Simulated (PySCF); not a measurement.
# How methods differ on the excitation energy of Ta²⁺

Ta²⁺ [Xe] 4f14 5d3 (4F) → Ta²⁺ [Xe] 4f14 5d2 6s1 (4F), as a difference of total energies. Computed with PySCF 2.14 in x2c-TZVPPall (11s7p7d3f1g, 97 functions), with the spin-free X2C one-electron Hamiltonian (Gaussian nucleus). Correlated levels: valence: [Xe] 4f14 frozen. The calculations carry no spin-orbit coupling.

```json
{"method": "UHF", "excitation energy (cm⁻¹)": "6288.9"}
{"method": "LDA", "excitation energy (cm⁻¹)": "3959.3"}
{"method": "PBE", "excitation energy (cm⁻¹)": "4492.7"}
{"method": "PBE0", "excitation energy (cm⁻¹)": "5968.8"}
{"method": "r2SCAN", "excitation energy (cm⁻¹)": "5094.7"}
{"method": "PW91", "excitation energy (cm⁻¹)": "4538.9"}
{"method": "B2PLYP", "excitation energy (cm⁻¹)": "5619.1"}
{"method": "revPBE", "excitation energy (cm⁻¹)": "5036.1"}
{"method": "MP2 (valence)", "excitation energy (cm⁻¹)": "6556.0"}
{"method": "SCS-MP2 (valence)", "excitation energy (cm⁻¹)": "6378.0"}
```

Q: How much does correlation contribute at MP2 (valence)?

A: 6556.0 − (6288.9) = 267.1 cm⁻¹, measured against UHF.

A first-order spin-orbit estimate (lowest level to lowest level, LS coupling) adds -0.038 eV.

The basis was made for the ground configuration and has no added diffuse functions, so the excitation energy can come out too high.
